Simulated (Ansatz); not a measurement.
B₃As₃. Total charge 0; triplet. Geometry r2SCAN-D4/def2-SVP; atoms count from 1.

```xyz
6

B    -0.080    0.325   -0.826
B     1.170    0.562    0.442
B    -0.424    1.045    0.782
As    1.453   -0.899   -1.030
As   -1.969    0.134   -0.289
As   -0.151   -1.167    0.920
```

At PBE0-D4/def2-TZVP a singlet of charge 0 lies 1.85 eV below the triplet, each at its own geometry. The structure comes from a short search, and lower isomers may exist.

Question: Estimate the Mulliken populations from the PBE0/def2-TZVP orbitals of Ansatz.

Answer: 
```tsv
atom	charge (e)	spin (α − β)
B1	-0.07	0.13
B2	-0.10	0.73
B3	-0.10	0.73
As4	0.08	0.20
As5	0.08	0.20
As6	0.10	0.02
```
Mulliken values and Mayer orders depend strongly on the basis.

Question: Where does the spin sit?

Answer: Summed by element: B 1.58, As 0.42, of 2 unpaired in all. Largest on single atoms: B2 0.73, B3 0.73, As4 0.20.

Question: And the Mayer bond orders between bonded heavy atoms (over 0.3)?

Answer: B1–B2 0.60 (1.80 Å); B1–B3 0.60 (1.80 Å); B1–As4 1.03 (1.97 Å); B1–As5 1.02 (1.97 Å); B1–As6 0.45 (2.30 Å); B2–B3 0.74 (1.70 Å); B2–As4 0.87 (2.09 Å); B2–As6 0.56 (2.23 Å); B3–As5 0.88 (2.09 Å); B3–As6 0.56 (2.23 Å); As4–As6 0.79 (2.54 Å); As5–As6 0.79 (2.54 Å).
